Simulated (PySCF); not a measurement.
CH9InN2.
Cartesian coordinates in Å at the PBE0-D3(BJ)/def2-SVP level; atoms count from 1:
```
atom  x, y, z in Å
C1     1.9558    0.4004    0.0467
N2     0.7654   -0.2317    0.5688
In3   -0.6493   -1.1784   -0.6755
N4    -1.9549    0.6074    0.1888
H5     1.7169    0.9652   -0.8707
H6     2.3840    1.1340    0.7586
H7     2.7831   -0.2891   -0.2242
H8     0.9938   -0.7680    1.4037
H9    -1.4205   -2.5656    0.0185
H10   -0.5159   -0.7614   -2.3511
H11   -1.1160    0.8565    0.7380
H12   -2.7398    0.4300    0.8127
H13   -2.1964    1.3836   -0.4251
```

Computed, not measured: PySCF 2.14.0, PBE0-D3(BJ)/def2-SVP geometry optimisation, gas phase, def2 core potentials past Kr.

Masses are those of the commonest isotopes; rigid-rotor values at the optimised geometry. The values belong to one conformer with, in the numbering `[CH3:1][NH:2][InH2-:3][NH3+:4]`, C1–N2–In3–N4 -115°.

(1) What are A, B and C (GHz)?

(2) Classify the top.

(3) What does the inertial defect say?

(4) List the rotational levels J(Ka,Kc) to J = 5 (cm⁻¹).

(5) Predict some low-J microwave lines.

(6) Estimate the classical rotational partition function at 25 K, 200 K and 298.15 K.

Answers

(1) Ia = 106.32, Ib = 196.32, Ic = 272.16 u·Å²; 505379 MHz·u·Å²/I gives 4753, 2574 and 1857 MHz, that is A = 4.7532, B = 2.5743, C = 1.8569 GHz.

(2) An asymmetric top. Ray's parameter κ = (2B − A − C)/(A − C) = -0.505; −1 is the prolate and +1 the oblate limit.

(3) Not planar: Δ = Ic − Ia − Ib = -30.49 u·Å². For a rigid frame Δ = −2 Σ m c², so Σ m c² = 15.24 u·Å² lies off the ab plane: 10.20 from hydrogen and 5.05 from heavier atoms. The atom farthest from that plane is 1.68 Å away.

(4) Above 0(0,0):
J = 1: 1(0,1) 0.1478, 1(1,1) 0.2205, 1(1,0) 0.2444
J = 2: 2(0,2) 0.4384, 2(1,2) 0.4922, 2(1,1) 0.5640, 2(2,1) 0.7820, 2(2,0) 0.7870
J = 3: 3(0,3) 0.8631, 3(1,3) 0.8969, 3(1,2) 1.0398, 3(2,2) 1.2254, 3(2,1) 1.2491, 3(3,1) 1.6515, 3(3,0) 1.6522
J = 4: 4(0,4) 1.4137, 4(1,4) 1.4319, 4(1,3) 1.6666, 4(2,3) 1.8127, 4(2,2) 1.8771, 4(3,2) 2.2511, 4(3,1) 2.2556, 4(4,1) 2.8363, 4(4,0) 2.8364
J = 5: 5(0,5) 2.0862, 5(1,5) 2.0950, 5(1,4) 2.4366, 5(2,4) 2.5407, 5(2,3) 2.6710, 5(3,3) 3.0015, 5(3,2) 3.0188, 5(4,2) 3.5865, 5(4,1) 3.5871, 5(5,1) 4.3380, 5(5,0) 4.3380
The levels of one J sum to (2J + 1)J(J + 1)(A + B + C)/3.

(5) The dipole components are |μa| = 0.48 D, |μb| = 3.22 D, |μc| = 0.19 D. Intensities carry the squares of the components, which stand as 0.02 : 1.00 : 0.00 (a : b : c). Some lines, for components of 0.1 D or more:

```tsv
type	branch	J(Ka,Kc)	MHz	lower level (cm⁻¹)
a	Q	3(2,1) ← 3(2,2)	711	1.225
a	R	1(0,1) ← 0(0,0)	4431	0.000
b	Q	4(1,3) ← 4(0,4)	7583	1.414
a	R	2(1,2) ← 1(1,1)	8145	0.220
a	R	2(1,1) ← 1(1,0)	9580	0.244
b	R	2(1,2) ← 1(0,1)	10324	0.148
b	R	3(1,3) ← 2(0,2)	13743	0.438
a	R	4(1,4) ← 3(1,3)	16041	0.897
a	R	4(3,1) ← 3(3,0)	18091	1.652
c	R	3(2,1) ← 2(1,1)	20541	0.564
c	R	3(2,2) ← 2(1,2)	21982	0.492
b	R	4(3,2) ← 3(2,1)	30037	1.249
c	R	4(4,0) ← 3(3,0)	35502	1.652
```

(6) Point group C1, symmetry number σ = 1; q = (√π/σ)·√((kT/h)³/(ABC)), k/h = 20836.6 MHz/K: 4420 at 25 K, 100000 at 200 K, 182000 at 298.15 K.

No PBE0-D3(BJ)/def2-SVP frequencies stand behind this structure, so it isn't proved a minimum. No vibrational averaging or centrifugal distortion is included, and the geometry carries the error of its method. A rigid rotor knows nothing of inversion at nitrogen or internal rotation, which can split or shift real lines. Quadrupole hyperfine structure (14N) is left out.
